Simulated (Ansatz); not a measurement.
`N[AsH]S`, relaxed with RKS PBE0-D4/def2-TZVP in the Gaussian-basis code of Ansatz from a PBE-D4/def2-SVP geometry. The force threshold is 0.005 eV/Å; the program also tests the step.

The species carries charge 0 and has multiplicity 1.

Start:

```xyz
7

N    -0.597    0.191    1.090
As   -0.543   -0.217   -0.708
S     1.662    0.117   -1.269
H    -1.396    0.758    1.379
H    -0.336   -0.508    1.790
H    -0.229   -1.722   -0.557
H     1.439    1.382   -1.726
```

| step | energy (eV) | largest force (eV/Å) | largest move (Å) |
| --- | --- | --- | --- |
| 1 | -73220.5400 | 0.624 | 0.000 |
| 2 | -73220.5753 | 0.236 | 0.077 |
| 3 | -73220.5790 | 0.142 | 0.057 |
| 4 | -73220.5803 | 0.301 | 0.112 |
| 5 | -73220.5816 | 0.166 | 0.046 |
| 6 | -73220.5842 | 0.052 | 0.054 |
| 7 (rejected) | -73220.5839 | 0.068 | 0.036 |
| 8 | -73220.5848 | 0.016 | 0.017 |
| 9 | -73220.5848 | 0.006 | 0.010 |
| 10 | -73220.5848 | 0.009 | 0.012 |
| 11 | -73220.5848 | 0.004 | 0.004 |

End:

```xyz
7

N    -0.574    0.275    1.060
As   -0.555   -0.197   -0.716
S     1.616    0.077   -1.208
H    -1.486    0.576    1.373
H    -0.158   -0.368    1.717
H    -0.306   -1.701   -0.582
H     1.465    1.338   -1.644
```

Hardware: 2 threads of an Arm Neoverse V1 on a shared host. Wall time 35 s, peak host memory 0.32 GiB.
